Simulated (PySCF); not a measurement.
**Polarisability and C₆ of Al⁻ (aluminium, charge -1)**

[Ne] 3s2 3p2, high-spin 3P determinant. Calculation: PySCF 2.14, in aug-cc-pwCVDZ (6s5p3d, 36 functions); the non-relativistic Hamiltonian (point nucleus). Coupled (time-dependent) response in atomic units; α is the mean over directions. A double-zeta set is small for polarisabilities.

```
method  mean α (bohr³)         α xx, yy, zz  C₆ (like pair)  S(−4)
   UHF           228.5  108.1, 288.6, 288.6            3782  43950
```

S(−4) is the Cauchy moment in α(ω) = α(0) + S(−4) ω² + …

α(iu) at UHF:

```tsv
u (hartree)	α(iu) (bohr³)
0	228.5
0.0500	165.0
0.100	108.7
0.200	56.46
0.300	33.06
0.500	14.58
0.750	7.108
1.00	4.212
1.50	2.031
2.00	1.235
3.00	0.6370
5.00	0.2898
```

A single London oscillator, α(iu) = α/(1 + u²/ω²), gives C₆ = (3/4) ω α². Matching the computed C₆ needs ω = 4 × 3782 / (3 × 228.5²) = 0.0966 hartree.

For an ion, C₆ is the dispersion term alone; charge-induced terms of lower order in 1/R come first.

The components differ because the open shell of this determinant is not spherical; for a pure term their mean is the scalar polarisability.
